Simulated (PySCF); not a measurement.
**Radial density of Br²⁺ (bromine, charge +2)**

revPBE, [Ar] 3d10 4s1 4p3 5s1, high-spin 6S determinant (an excited configuration). Computed with PySCF 2.14 in aug-cc-pVQZ-DK (8s7p5d3f2g, 93 functions), with scalar relativity by spin-free X2C-1e.

```tsv
r (bohr)	4πr²ρ (e/bohr)	4πr²(ρα − ρβ)
0.000893	0.5073	0.0006
0.00150	1.232	0.0014
0.00253	2.913	0.0033
0.00425	6.615	0.0075
0.00715	13.98	0.0158
0.0120	26.10	0.0289
0.0202	39.42	0.0426
0.0340	42.84	0.0522
0.0572	35.66	0.1023
0.0963	44.30	0.2404
0.162	48.30	0.0950
0.272	27.99	0.1243
0.458	35.08	0.5744
0.771	15.66	0.1625
1.30	4.200	2.8984
2.18	1.631	1.6130
3.67	0.4404	0.4404
6.17	0.04498	0.0450
10.4	0.0001877	0.0002
```

Densities and radii are taken from the X2C orbitals without a picture-change correction, which distorts them close to the nucleus.

The outer electron is Rydberg-like, and this basis confines it to a smaller radius and binds it less than a complete one would.
